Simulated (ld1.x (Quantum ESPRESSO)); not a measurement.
**Building the PAW potential for technetium (Tc) (PBE, scalar-relativistic).**

Input for ld1.x (Quantum ESPRESSO) 7.5:

```
&input
   title='Tc', zed=43., rel=1, dft='PBE', iswitch=3,
   config='[Kr] 4d5 5s2 5p0',
   nld=3, rlderiv=2.50, eminld=-7.0, emaxld=5.0, deld=0.02
 /
 &inputp
   pseudotype=3, lpaw=.true., tm=.true., lloc=-1, rcloc=2.10,
   nlcc=.true., new_core_ps=.true., rcore=0.70,
   which_augfun='PSQ', rmatch_augfun=1.00,
   file_pseudopw='Tc.UPF', file_wfcaegen='ae.wfc', file_wfcncgen='nc.wfc', file_beta='beta', file_chi='chi', file_wfcusgen='us.wfc'
 /
6
4S  1  0   2.00   0.00  1.35  1.55  0.0
5S  2  0   2.00   0.00  1.35  1.55  0.0
4P  2  1   6.00   0.00  2.05  2.30  0.0
5P  3  1   0.00   0.00  2.05  2.30  0.0
4D  3  2   5.00   0.00  1.25  1.35  0.0
4D  3  2   0.00   2.15  1.25  1.35  0.0
 &test
   configts(1)='4s2 4p6 4d5 5s2 5p0'
 /
```

Command:

```bash
ld1.x < Tc.in > Tc.out
```

Resulting log (shortened: banner, matrices, multipoles, cross overlaps and the repeated all-electron block are left out):

```
[... start of the log left out ...]
     s(2P/2P) =  1.000000  <r> =   0.1304  <r2> =    0.0208  r(max) =   0.1004
     s(3S/3S) =  1.000000  <r> =   0.4154  <r2> =    0.1976  r(max) =   0.3730
     s(3P/3P) =  1.000000  <r> =   0.4163  <r2> =    0.2016  r(max) =   0.3638
     s(4S/4S) =  1.000000  <r> =   1.0575  <r2> =    1.2673  r(max) =   0.9525
     s(4P/4P) =  1.000000  <r> =   1.1723  <r2> =    1.5755  r(max) =   1.0266
     s(3D/3D) =  1.000000  <r> =   0.3990  <r2> =    0.1910  r(max) =   0.3131
     s(4D/4D) =  1.000000  <r> =   1.7230  <r2> =    3.6611  r(max) =   1.2697
     s(5S/5S) =  1.000000  <r> =   3.3005  <r2> =   12.5253  r(max) =   2.7218
     s(5P/5P) =  1.000000  <r> =   4.7768  <r2> =   26.9781  r(max) =   3.6741

     ------------------------ End of All-electron run ------------------------

     --------------------- Generating PAW atomic setup --------------------

      Generating local potential from pseudized AE potential:
      Matching radius rcloc =   2.1000

      Local pseudo, rcloc= 2.093 Estimated cut-off energy=     5.71 Ry

      Computing core charge for nlcc:

       r > 0.71 : true rho core
      Core charge pseudized with two Bessel functions
      Integrated core pseudo-charge :  15.38
      Wfc-us  4S rcutus= 1.551  Estimated cut-off energy=    22.28 Ry
      Wfc-us  5S rcutus= 1.551  Estimated cut-off energy=    43.54 Ry
      Wfc-us  4P rcutus= 2.314  Estimated cut-off energy=    16.53 Ry
      Wfc-us  5P rcutus= 2.314  Estimated cut-off energy=    31.04 Ry
           1        1232        1231   100.86670415077373

 %%%%%%%%%%%%%%%%%%%%%%%%%%%%%%%%%%%%%%%%%%%%%%%%%%%%%%%%%%%%%%%%%%%%%%%%%%%%%%
     Error in routine compute_chi (1):
     n is too large
 %%%%%%%%%%%%%%%%%%%%%%%%%%%%%%%%%%%%%%%%%%%%%%%%%%%%%%%%%%%%%%%%%%%%%%%%%%%%%%

     stopping ...
```

The run stopped because near the origin the numerical χ = (ε − T − V_loc)φ did not join its small-r series within 0.05 bohr.

The run took about 0.13 s on one core of a shared server CPU.
